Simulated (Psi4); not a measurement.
C2H7N, charge +1, doublet, at a GFN2-xTB geometry (a state made from the parent by changing its charge; the spin is typed, not shown lowest). Base run: SVWN/cc-pVDZ (Psi4).

The Psi4 input:
```
memory 2 GB

molecule {
1 2
C     1.21345303    0.27761551    0.17430656
N     0.03751869   -0.26276197   -0.35002414
C    -1.24784022   -0.03678500    0.14650277
H     1.92869828   -0.51779860    0.43796710
H     1.01682614    0.90235343    1.04484140
H     1.75201387    0.86309442   -0.58857406
H     0.12435315   -0.87090672   -1.16013127
H    -1.73453079   -0.98553706    0.42546873
H    -1.90726403    0.36768397   -0.63793418
H    -1.23640431    0.63546126    1.00367526
}

set {
  basis cc-pvdz
  reference uks
}

energy('svwn')
print_variables()
```

Variants of this job, named by their change:

```json
[
 {"change": "base", "E (Eh)": "-134.11781", "SCF-reference <S^2>": "0.752", "core-seconds (rough)": "8"},
 {"change": "functional = wb97x", "E (Eh)": "-134.82952", "SCF-reference <S^2>": "0.755", "core-seconds (rough)": "10"},
 {"change": "functional = pw6b95", "E (Eh)": "-135.03003", "SCF-reference <S^2>": "0.754", "core-seconds (rough)": "20"},
 {"change": "functional = pbe0", "E (Eh)": "-134.70641", "SCF-reference <S^2>": "0.755", "core-seconds (rough)": "10"},
 {"change": "functional = b97m-v", "E (Eh)": "-134.85727", "SCF-reference <S^2>": "0.754", "core-seconds (rough)": "200"},
 {"change": "functional = b3lyp5", "E (Eh)": "-134.77842", "SCF-reference <S^2>": "0.754", "core-seconds (rough)": "10"},
 {"change": "functional = b3lyp", "E (Eh)": "-134.86986", "SCF-reference <S^2>": "0.754", "core-seconds (rough)": "10"},
 {"change": "functional = b2plyp", "E (Eh)": "-134.71126", "SCF-reference <S^2>": "0.758", "core-seconds (rough)": "10"},
 {"change": "functional = m11", "E (Eh)": "-134.77364", "SCF-reference <S^2>": "0.753", "core-seconds (rough)": "20"},
 {"change": "functional = scan", "E (Eh)": "-134.80802", "SCF-reference <S^2>": "0.757", "core-seconds (rough)": "20"},
 {"change": "functional = revpbe", "E (Eh)": "-134.82946", "SCF-reference <S^2>": "0.753", "core-seconds (rough)": "10"},
 {"change": "functional = hse06", "E (Eh)": "-134.71706", "SCF-reference <S^2>": "0.755", "core-seconds (rough)": "20"},
 {"change": "functional = x3lyp", "E (Eh)": "-134.79891", "SCF-reference <S^2>": "0.754", "core-seconds (rough)": "10"}
]
```

Totals shift with the method and basis; they matter in differences.

Open shells are given as the SCF converged; they aren't shown to be the lowest states, and a large step between rows can be another state.
